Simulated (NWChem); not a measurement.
System: CH₄SSe; SMILES CS[SeH]

The following NWChem deck was run.

```
start job
memory heap 200 mb stack 900 mb global 1100 mb
geometry units angstroms noautoz
  Se     0.053217     1.032758     0.038979
  H      0.184760     1.209177    -1.422841
  S     -0.678036    -1.041666     0.012497
  C      0.851913    -2.012462     0.015977
  H      1.416311    -1.880676    -0.917703
  H      0.534479    -3.063942     0.097535
  H      1.483330    -1.761211     0.879035
end
basis spherical
  * library def2-svpd
end
dft
  xc xcamb88 1.00 lyp 0.81 vwn_5 0.19 hfexch 1.00
  cam 0.33 cam_alpha 0.19 cam_beta 0.46
  iterations 150
end
tddft
  cis
  nroots 6
  notriplet
end
task tddft energy
```

Coordinates come from a PBE0/def2-SVP optimisation.

Vertical excitations in the gas phase.

Problem. Predict the main results of this run. (CAM-B3LYP/def2-SVPD, TDA.) Quantities: lowest excitation, singlet (eV); oscillator strength of that lowest state; orbital gap (eV).

Solution. 
```yaml
lowest excitation, singlet (eV): 4.29
oscillator_strength_of_that_lowest_state: 0.007
orbital gap (eV): 7.98
```
